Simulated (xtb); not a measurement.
Species: C$_{4}$H$_{8}$Si, SMILES `CC[SiH]1C=C1` (charge 0, multiplicity 1).

Give a relaxed geometry from GFN2-xTB (xtb 6.7.1).

Several could match; the one computed here: the end point of this relaxation, one of several conformers (outside a Z-matrix the atoms follow the SMILES, hydrogens last).
Bonds (Å): C1–C2 1.524, C1–H6 1.089, C1–H7 1.088, C1–H8 1.088, C2–Si3 1.899, C2–H9 1.092, C2–H10 1.092, Si3–C4 1.866, Si3–C5 1.866, Si3–H11 1.459, C4–C5 1.339, C4–H12 1.076, C5–H13 1.076. Bond angles (°): C2–C1–H6 111.0, C2–C1–H7 110.6, C2–C1–H8 110.6, H6–C1–H7 108.3, H6–C1–H8 108.3, H7–C1–H8 107.9, C1–C2–Si3 113.0, C1–C2–H9 109.1, C1–C2–H10 109.1, Si3–C2–H9 109.7, Si3–C2–H10 109.7, H9–C2–H10 106.1, C2–Si3–C4 120.9, C2–Si3–C5 120.9, C2–Si3–H11 113.1, C4–Si3–C5 42.0, C4–Si3–H11 121.1, C5–Si3–H11 121.0, Si3–C4–C5 69.0, Si3–C4–H12 155.3, C5–C4–H12 135.7, Si3–C5–C4 69.0, Si3–C5–H13 155.3, C4–C5–H13 135.7.
